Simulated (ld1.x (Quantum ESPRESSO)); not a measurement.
## Cutoff test, Nb, TM

* Element: niobium
* Generator: ld1.x (Quantum ESPRESSO) 7.5
* Type: norm-conserving Troullier–Martins (Kleinman–Bylander form)
* Functional: BP86
* Relativity: scalar-relativistic
* Frozen core: [Kr]
* Valence charge: 5
* Reference configuration: 4d4 5s1 5p0
* Partial waves: 5s (bound): rc 2.40 bohr; 5p (bound, empty): rc 1.45 bohr; 4d (bound): rc 2.65 bohr; 4f channel at 0.15 Ry: rc 2.10 bohr
* Local potential: all-electron potential smoothed inside 1.45 bohr (lloc = -1)
* Core correction: a·sin(br)/r model core inside 1.15 bohr

The pseudo-atom Hamiltonian at the reference potential is diagonalised in spherical Bessel functions j_l(qr) that vanish at 20 bohr, with q² up to the cutoff. All-electron valence levels (Ry): 5s -0.3059, 5p -0.0891, 4d -0.2338.

Problem. How do the lowest levels (Ry) of each channel move with the cutoff, and are there ghosts?

Solution.

```
cutoff (Ry)     s #1     s #2     p #1     p #2     d #1    f #1    f #2  Σ f·Δε (mRy)
          8  -4.1689  -0.2992  -2.0860  -0.0603  -0.0306  0.0962  0.2208         819.5
         10  -5.3466  -0.3030  -2.2544  -0.0683  -0.0750  0.0962  0.2208         638.0
         12  -6.2446  -0.3048  -2.3418  -0.0729  -0.1250  0.0962  0.2208         436.4
         15  -6.8833  -0.3052  -2.3822  -0.0754  -0.1700  0.0962  0.2208         255.7
         18  -7.4789  -0.3052  -2.3855  -0.0758  -0.2136  0.0962  0.2208          81.3
         21  -7.7189  -0.3054  -2.3855  -0.0758  -0.2266  0.0962  0.2208          29.0
         25  -7.8847  -0.3056  -2.3863  -0.0758  -0.2318  0.0962  0.2208           8.0
         30  -8.0495  -0.3058  -2.3866  -0.0758  -0.2336  0.0962  0.2208           0.7
         35  -8.1507  -0.3058  -2.3887  -0.0760  -0.2337  0.0962  0.2208           0.3
         40  -8.2071  -0.3058  -2.3957  -0.0765  -0.2337  0.0962  0.2208           0.2
        400  -8.2463  -0.3059  -2.6069  -0.0890  -0.2338  0.0962  0.2208           0.0
```

Result: ghost states, extra bound levels that the all-electron valence spectrum of the same l lacks: s at -112.2 eV, p at -35.5 eV (a true bound ghost makes a file unfit for plane-wave use); 10 mRy is reached at 25 Ry and 1 mRy at 30 Ry.

The cutoffs count occupied waves only; the empty 5p level needs 50 Ry at the loose tolerance. 1 of 7 tests not solved or not reliable.
